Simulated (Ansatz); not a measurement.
Ideal-gas functions of `C#CB(C)F` at 298.15 K and 1 bar, from an Ansatz frequency run at PBE0-D4/def2-TZVP.

Molar mass 69.87 g/mol, point group C1 (symmetry number 1), electronic degeneracy 1, moments of inertia 57.42, 140.8, 195.156 u Å². Harmonic wavenumbers (cm⁻¹, unscaled): 33, 155, 203, 346, 493, 507, 676, 696, 766, 851, 885, 1169, 1312, 1354, 1445, 1456, 2190, 3043, 3107, 3149, 3468.

Use S(trans) = R[1.5 ln M + 2.5 ln T − 1.1517]; rotational temperatures θ = 24.2544 K / I; S(rot) = R[ln(√π/σ · √(T³/θAθBθC)) + 1.5]; for each mode x = 1.438777 ν̃/T, S = R[x/(eˣ − 1) − ln(1 − e⁻ˣ)] and H = RT x/(eˣ − 1); 1 cm⁻¹ = 0.0119627 kJ/mol; R = 8.31446 J/(mol·K).

By hand: the entropy, in J/(mol·K).

Translation 161.8. Rotation: θ = 0.4224, 0.1723, 0.1243 K, giving 107.9. Vibration, mode by mode: 23.60, 10.92, 8.81, 4.96, 2.83, 2.68, 1.41, 1.30, 0.99, 0.71, 0.62, 0.20, 0.11, 0.09, 0.06, 0.06, 0.00, 0.00, 0.00, 0.00, 0.00, in all 59.3. Electronic 0.0. Sum 329.0 J/(mol·K).

By hand: H − E and G − E in kJ/mol, counted from the electronic energy.

Zero-point energy ½ × 27304 × 0.0119627 = 163.3; thermal vibration 8.9; translation, rotation and pV give 4 RT = 9.9. H − E = 182.1 kJ/mol, and G − E = 182.1 − 298.15 × 329.0/1000 = 84.0 kJ/mol.

Vibration gives 18 % of the entropy, 23.6 J/(mol·K) of it from the mode under 150 cm⁻¹: soft modes count most, and the harmonic formula is weakest for them. The sum counts one conformer and one mirror image; others add a mixing term.
